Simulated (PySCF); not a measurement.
Question: What does the PBE0-D3(BJ)/def2-SVP structure of `C(#CC[n+]1csc(F)c1)C` look like in three dimensions? (Charge +1.)

Answer: 
```xyz
17
C7H7FNS angstrom
C      3.1343    0.7493   -0.8581
C      2.0135    0.5234    0.0323
C      1.0843    0.3297    0.7863
C     -0.0044    0.1075    1.7138
N     -1.3074   -0.0179    1.0097
C     -2.0647   -1.0971    1.0616
S     -3.4856   -0.9568    0.1553
C     -3.0049    0.6468   -0.3100
F     -3.7583    1.3582   -1.0809
C     -1.8078    0.9976    0.2303
H      4.0728    0.4456   -0.3699
H      3.0260    0.1599   -1.7811
H      3.2160    1.8118   -1.1300
H      0.1277   -0.8139    2.3009
H     -0.1112    0.9401    2.4291
H     -1.7982   -1.9893    1.6306
H     -1.2595    1.9282    0.0909
```

Any rigid rotation of these coordinates is as good. Atoms count from 1 in this order. The 3 C–N bonds span 1.319 Å (N5–C6, aromatic) to 1.486 Å (C4–N5, drawn single), a spread of 0.167 Å. Of the pairs four or more bonds apart, H14···H16 is among the closest relative to their van der Waals radii: 2.35 Å, 98 % of the sum of Bondi's values. The 4 C–C bonds span 1.212 Å (C2≡C3, drawn triple) to 1.449 Å (C1–C2, drawn single), a spread of 0.237 Å. The 5-membered ring N5–C6–S7–C8–C10 has internal angles of 89.3° to 114.7° (sum 540°, against 540° for a flat polygon); it is planar, 0.00 Å rms from its mean plane, widest ring torsion 1°.

Bonds between heavy atoms (Å): C1–C2 1.449, C2≡C3 1.212, C3–C4 1.447, C4–N5 1.486, N5–C6 1.319, C6–S7 1.691, S7–C8 1.738, C8–F9 1.291, C8–C10 1.359, N5–C10 1.374.

Method used: PBE0-D3(BJ)/def2-SVP geometry optimisation, gas phase (PySCF).

Point group: C1 (no symmetry element, even within 0.4 Å). Stationary, but not proved a minimum. Torsions: C3–C4–N5–C6 119°.

One conformer stands for the species.
